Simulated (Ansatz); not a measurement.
Computed with Ansatz on PBE0-D4/def2-TZVP structures; ΔE is electronic, products minus reactants. CCSD(T)/CBS adds triple-zeta CCSD(T) − MP2 to the extrapolated MP2 energy (def2 sets, frozen cores). This one scheme is used for every species. For Br outer-core shells are correlated without core-valence functions, which leaves a few kJ/mol of doubt a bond. Scalar relativity is left out up to krypton. Each species was taken in one conformer, which may not be the lowest.

Consider the formal exchange of groups at the Si–C bond: `O=C[SiH2]Br` + `C[SiH3]` → `[SiH3]C[SiH2]Br` + `C=O`.

`O=C[SiH2]Br`:

Cartesian coordinates in Å:
```
O -0.511 -1.604 1.249
C 0.298 -0.910 0.692
Si -0.328 0.544 -0.406
Br 1.414 1.583 -1.302
H 1.389 -1.102 0.809
H -1.082 1.493 0.443
H -1.182 -0.005 -1.484
```

`C[SiH3]`:

Z-matrix (Å, degrees):
```
C
Si 1 1.871
H 1 1.092 2 110.8
H 1 1.092 2 110.8 3 -120.0
H 1 1.092 2 110.8 3 120.0
H 2 1.488 1 110.7 3 -179.9
H 2 1.488 1 110.7 3 -59.9
H 2 1.488 1 110.7 3 60.1
```

`[SiH3]C[SiH2]Br`:

Cartesian coordinates in Å:
```
Si 0.323 0.605 1.508
C -0.194 -0.668 0.229
Si -0.147 -0.048 -1.520
Br -0.775 -1.656 -2.931
H -0.575 1.789 1.443
H 0.253 0.026 2.875
H 1.716 1.054 1.249
H 0.464 -1.540 0.311
H -1.211 -1.006 0.455
H -1.080 1.087 -1.712
H 1.226 0.358 -1.908
```

`C=O`:

```xyz
4

C    -0.003    0.000    0.004
O     0.797    0.006   -0.884
H     0.300   -0.070    1.068
H    -1.094    0.064   -0.187
```

```csv
species,CCSD(T)/def2-TZVPP energy (Eh)
`O=C[SiH2]Br`,-2976.74572
`C[SiH3]`,-330.69024
`[SiH3]C[SiH2]Br`,-3193.11016
`C=O`,-114.33744
```

Task: Work out ΔE.

Result: ΔE = (-3193.11016) + (-114.33744) − (-2976.74572) − (-330.69024) = -0.01164 Eh = -0.32 eV. CCSD(T)/CBS gives -0.31 eV.

Largest T1 diagnostic among the species: 0.015.

From PBE to PBE0 (25 % exact exchange), in def2-TZVPP and without D4, ΔE moves by −0.07 eV. The D4 term adds −0.06 eV with B3LYP and −0.03 eV with PBE0; it sums over pairs of atoms, weighted by their polarisabilities, and B3LYP, whose exchange is more repulsive, gets the larger term.

B3LYP here is the variant with VWN-RPA as its local correlation; programs differ in this.
